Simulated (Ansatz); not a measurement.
The molecule SeCl, multiplicity 4 (an upper state: multiplicity 2 came lower at CCSD(T)/def2-TZVPP on PBE0 minima). No spin–orbit coupling. Se is treated without relativity.

Seven points along R, fitted to fifth degree in 1/R; most abundant isotopes. Runs in def2 and cc sets follow the lowest solution found near the PBE0 minimum.

Correlated levels freeze the inner cores; with def2 sets outer-core shells near the valence are correlated too.

The values were computed with Ansatz (a quantum-chemistry and plane-wave program). Values without a source in brackets are computed.

Energies at CCSD/def2-TZVPP:

```
R (Å)        E (hartree)
--------  --------------
2.301265  -2859.73373609
2.363127  -2859.73723114
2.420040  -2859.73907008
2.484376  -2859.73988388
2.548712  -2859.73965042
2.622947  -2859.73842208
2.709554  -2859.73612033
```

Problem. With a reduced mass of 24.3250 u, find the minimum, the force constant and the constants.

Solution. A fifth-degree polynomial in 1/R puts the minimum at r_e = 2.4998 Å with force constant 103 N/m. Then ω_e = (1/2πc)√(k/μ) = 268 cm⁻¹ and B_e = h/(8π²cμr_e²) = 0.1109 cm⁻¹; the cubic and quartic terms give α_e = 0.00072 and ω_e x_e = 1.8 cm⁻¹.
